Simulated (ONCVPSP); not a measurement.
**Scattering properties, ONCV potential for phosphorus (P)**

```
Element                 : P (Z = 15)
Generator               : ONCVPSP 4.0.1
Type                    : optimised norm-conserving Vanderbilt (ONCV)
Functional              : PBE
Relativity              : scalar-relativistic
Frozen core             : [He]
Valence charge          : 13
Reference configuration : 2s2 2p6 3s2 3p2 (charge +1)
Partial waves           : 2s+3s: rc 1.00 bohr, ncon 5, nbas 9, qcut 14 1/bohr, 2 projectors; 2p+3p: rc 0.75 bohr, ncon 4, nbas 7, qcut 20.8 1/bohr, 2 projectors
Local potential         : polynomial inside 0.75 bohr (lpopt 5, dvloc0 0 Ha)
Core correction         : none
```

The phase is arctan(r·R′/R) of the radial function R(r), unwrapped; energies in Ha, scanned from -8 to 5 Ha. A pole is an energy at which the radial function vanishes at the test radius. The pseudo phase is shifted by a multiple of π to meet the all-electron one at the reference energy, and phase errors are pseudo minus all-electron; the curves can meet again beyond the range given. Levels narrower than the energy grid can be missing from the lists of poles.

For each channel, where are the poles, and over which energies does the pseudopotential scatter like the atom?

```tsv
channel	radius (bohr)	reference energy (Ha)	poles, all-electron	poles, pseudo	unbroken range about the reference energy with phases within 0.05 rad	phase error 1 Ha above the reference energy (rad)
s	1.02	-0.86	-6.18	-6.18	the whole range	+0.000
p	0.76	-0.52	-2.82	-2.82	the whole range	+0.000
```

Phases in the s channel:

```json
{"E (Ha)": "-7.96", "all-electron": "0.435", "pseudo": "0.435"}
{"E (Ha)": "-7.60", "all-electron": "-0.162", "pseudo": "-0.162"}
{"E (Ha)": "-7.24", "all-electron": "-0.858", "pseudo": "-0.858"}
{"E (Ha)": "-6.88", "all-electron": "-1.256", "pseudo": "-1.256"}
{"E (Ha)": "-6.52", "all-electron": "-1.458", "pseudo": "-1.458"}
{"E (Ha)": "-6.16", "all-electron": "-1.575", "pseudo": "-1.575"}
{"E (Ha)": "-5.80", "all-electron": "-1.654", "pseudo": "-1.654"}
{"E (Ha)": "-5.44", "all-electron": "-1.712", "pseudo": "-1.712"}
{"E (Ha)": "-5.08", "all-electron": "-1.760", "pseudo": "-1.760"}
{"E (Ha)": "-4.72", "all-electron": "-1.801", "pseudo": "-1.801"}
{"E (Ha)": "-4.36", "all-electron": "-1.839", "pseudo": "-1.839"}
{"E (Ha)": "-4.00", "all-electron": "-1.875", "pseudo": "-1.875"}
{"E (Ha)": "-3.64", "all-electron": "-1.912", "pseudo": "-1.912"}
{"E (Ha)": "-3.28", "all-electron": "-1.950", "pseudo": "-1.950"}
{"E (Ha)": "-2.92", "all-electron": "-1.990", "pseudo": "-1.990"}
{"E (Ha)": "-2.56", "all-electron": "-2.035", "pseudo": "-2.035"}
{"E (Ha)": "-2.20", "all-electron": "-2.085", "pseudo": "-2.085"}
{"E (Ha)": "-1.84", "all-electron": "-2.143", "pseudo": "-2.143"}
{"E (Ha)": "-1.48", "all-electron": "-2.210", "pseudo": "-2.210"}
{"E (Ha)": "-1.12", "all-electron": "-2.290", "pseudo": "-2.290"}
{"E (Ha)": "-0.76", "all-electron": "-2.386", "pseudo": "-2.386"}
{"E (Ha)": "-0.40", "all-electron": "-2.504", "pseudo": "-2.504"}
{"E (Ha)": "-0.04", "all-electron": "-2.647", "pseudo": "-2.647"}
{"E (Ha)": "0.32", "all-electron": "-2.818", "pseudo": "-2.818"}
{"E (Ha)": "0.68", "all-electron": "-3.015", "pseudo": "-3.015"}
{"E (Ha)": "1.04", "all-electron": "-3.226", "pseudo": "-3.226"}
{"E (Ha)": "1.40", "all-electron": "-3.436", "pseudo": "-3.436"}
{"E (Ha)": "1.76", "all-electron": "-3.628", "pseudo": "-3.628"}
{"E (Ha)": "2.12", "all-electron": "-3.793", "pseudo": "-3.794"}
{"E (Ha)": "2.48", "all-electron": "-3.930", "pseudo": "-3.931"}
{"E (Ha)": "2.84", "all-electron": "-4.042", "pseudo": "-4.043"}
{"E (Ha)": "3.20", "all-electron": "-4.134", "pseudo": "-4.135"}
{"E (Ha)": "3.56", "all-electron": "-4.208", "pseudo": "-4.210"}
{"E (Ha)": "3.92", "all-electron": "-4.271", "pseudo": "-4.272"}
{"E (Ha)": "4.28", "all-electron": "-4.323", "pseudo": "-4.324"}
{"E (Ha)": "4.64", "all-electron": "-4.367", "pseudo": "-4.368"}
{"E (Ha)": "5.00", "all-electron": "-4.405", "pseudo": "-4.406"}
```
